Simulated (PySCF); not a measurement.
**C₆ coefficients of unlike pairs at PBEsol**

Calculated with PySCF 2.14 from the dipole response of each species, C₆(A,B) = (3/π) ∫ α_A(iu) α_B(iu) du, in atomic units, from isotropic polarisabilities. For ions this is the dispersion term alone; charge-induced terms of lower order in 1/R come first.

```json
{"species": "V⁺", "configuration": "[Ar] 3d4 (5D)", "basis": "aug-cc-pVQZ-DK (9s8p6d4f3g2h)", "relativity": "spin-free X2C", "α (bohr³)": "18.63", "C₆ (like pair)": "71.30"}
{"species": "S", "configuration": "[Ne] 3s2 3p4 (3P)", "basis": "aug-cc-pwCVQZ (10s9p7d5f3g)", "relativity": "none", "α (bohr³)": "21.07", "C₆ (like pair)": "146.0"}
{"species": "O²⁺", "configuration": "[He] 2s2 2p2 (3P)", "basis": "aug-cc-pwCVTZ (7s6p4d2f)", "relativity": "none", "α (bohr³)": "1.746", "C₆ (like pair)": "2.349"}
{"species": "Ni⁺", "configuration": "[Ar] 3d9 (2D)", "basis": "x2c-QZVPPall with one added diffuse shell each of s, p, d, f, g type (12s8p7d5f3g)", "relativity": "spin-free X2C", "α (bohr³)": "9.932", "C₆ (like pair)": "35.05"}
```

Q: Estimate C₆ for Ni⁺ with S.

A: The integral gives 70.22. The combination rule 2 C_A C_B / (C_A α_B/α_A + C_B α_A/α_B) gives 71.48 and the geometric mean 71.53.

No spin-orbit coupling is included.

The other pairs:

```
    pair     C₆
   S, V⁺  100.4
 Ni⁺, V⁺  49.17
  O²⁺, S  16.97
Ni⁺, O²⁺  8.785
 O²⁺, V⁺  11.80
```
